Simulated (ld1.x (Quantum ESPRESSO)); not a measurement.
## Before and after: TM potential for K (Z = 19)

```
Element                 : potassium (K)
Generator               : ld1.x (Quantum ESPRESSO) 7.5
Type                    : norm-conserving Troullier–Martins (Kleinman–Bylander form)
Functional              : LDA (PZ)
Relativity              : scalar-relativistic
Frozen core             : [Ne] 3s2
Valence charge          : 7
Reference configuration : 3p6 4s1 4p0
Partial waves           : 4s (bound): rc 3.80 bohr; 3p (bound): rc 2.10 bohr; 3d channel at -0.1 Ry: rc 4.00 bohr
Local potential         : the d channel
Core correction         : Bessel-smoothed model core inside 1.05 bohr
```

Change: wave 3d channel at -0.1 Ry: rc 4.00 bohr becomes 3d channel at 0.73 Ry: rc 4.00 bohr.

Cutoffs: the cutoffs (Ry, on a coarse ladder) from which the occupation-weighted sum of valence levels, in a spherical-Bessel basis at the reference potential, stays within 10 and 1 mRy of its value at 400 Ry; they do not see the model core or the augmentation charge, which bear on the density cutoff. Errors are all-electron minus pseudo energies relative to the spin-unpolarised reference configuration.

Question: How do hardness, ghosts and transferability respond?

Answer: The potential gets neither clearly harder nor softer (25 Ry and 40 Ry → 25 Ry and 40 Ry); both files keep a bound ghost (s); of the 5 tests that both files solve, the error grows in 4 and shrinks in 0 by more than 15 % and 0.3 meV (median size 0.7 → 1.4 meV).

| quantity | base | changed |
| --- | --- | --- |
| cutoff, loose | 25 Ry | 25 Ry |
| cutoff, tight | 40 Ry | 40 Ry |
| bound ghosts | s | s |
| tests counted (converged, no solver errors) | 5 of 6 | 5 of 6 |
| error for 3p6 4s0 4p0, meV [ΔE 4.41 eV] | -1.4 | -8.0 |
| error for 3p6 4s0.5 4p0, meV [ΔE 1.71 eV] | -0.7 | -1.2 |
| error for 3p6 4s0 4p1, meV [ΔE 1.63 eV] | +402 | -568 |
| error for 3p6 4s1 4p0 (spin-polarised), meV [ΔE -0.14 eV] | +0.5 | -0.3 |
| error for 3p6 4s0.5 4p0 (spin-polarised), meV [ΔE 1.66 eV] | -0.3 | -1.4 |
| s: phases at 4.37 bohr within 0.05 rad from the reference energy up to (Ry; the scan ends near 5) | 1.2 | 0.7 |
| p: phases at 4.37 bohr within 0.05 rad from the reference energy up to (Ry; the scan ends near 5) | -0.3 | -0.9 |
| d: phases at 4.37 bohr within 0.05 rad from the reference energy up to (Ry; the scan ends near 5) | 0.0 | 0.7 |

Base: Tests not counted: 3p5 4s1 4p0 (solver errors, printed error -2.4 eV). Changed file: Tests not counted: 3p5 4s1 4p0 (solver errors, printed error -3.5 eV). A true bound ghost makes a file unfit for plane-wave use even where its test errors are small: the radial tests pick states by their node count and pass the ghost by. Where a test does run into it, the solver fails or the error is huge.
